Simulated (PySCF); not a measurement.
Telling isomers of C₄H₉ClO₂Si₂ apart by NMR

PySCF 2.14.0 with density-fitted response routines calculation with NMR shieldings at PBE0/pcSseg-1/GIAO and geometry: GFN2-xTB; one conformer, rapidly exchanging positions averaged, non-relativistic, no solvent model.

References, each an isolated molecule treated in the same way: ¹H and ¹³C vs TMS. Where no couplings were computed, multiplicities follow the n + 1 count of equivalent neighbours, and m marks all less simple cases (inequivalent or close neighbours, rings, F or P nearby). Shifts are as computed. Against solution values, carbons near 30 ppm lie about +3 ppm off and those near 130 ppm about +5 ppm. Of 1211 compounds with measured shifts, 218 miss one by over three times the rms of a fit or turn the order of signals round; such compounds aren't used in these exercises.

(1) Tabulate the signals of `CO[SiH2]/C=C(/C=O)[SiH2]Cl`, `C=C([SiH2]O[SiH2]Cl)C(C)=O` and their relative energies.

(2) What is the quickest way to tell CO[SiH2]/C=C(/C=O)[SiH2]Cl from C=C([SiH2]O[SiH2]Cl)C(C)=O?

Answers

(1) 
```tsv
SMILES	carbon types	δC	δH	E rel. (kcal/mol)
CO[SiH2]/C=C(/C=O)[SiH2]Cl	1×C 2×CH 1×CH3	201.3, 174.7, 165.7, 53.2	9.66 (s, 1H), 7.74 (t, 1H), 5.58 (s, 2H), 5.32 (d, 2H), 3.87 (s, 3H)	40.2
C=C([SiH2]O[SiH2]Cl)C(C)=O	2×C 1×CH2 1×CH3	216.1, 160.6, 136.3, 35.1	6.27 (br s, 1H), 6.04 (br s, 1H), 5.45 (s, 2H), 5.40 (s, 2H), 2.45 (s, 3H)	0.0
```

Energies are electronic energies at PBE0/pcSseg-1 on these geometries, without zero-point or thermal terms, each for the one conformer computed, which needn't be the lowest.

(2) Both give the same number of carbon signals, but DEPT or the intensities differ. The first has an aldehyde carbonyl carbon (CH) at 201.3 ppm, the second a β carbon of a C=C–C=O unit (CH2) at 136.3 ppm. Their most deshielded carbons lie at 201.3 and 216.1 ppm. In the proton spectra the most deshielded non-exchanging signals are 9.66 (s, 1H) and 6.27 (br s, 1H).
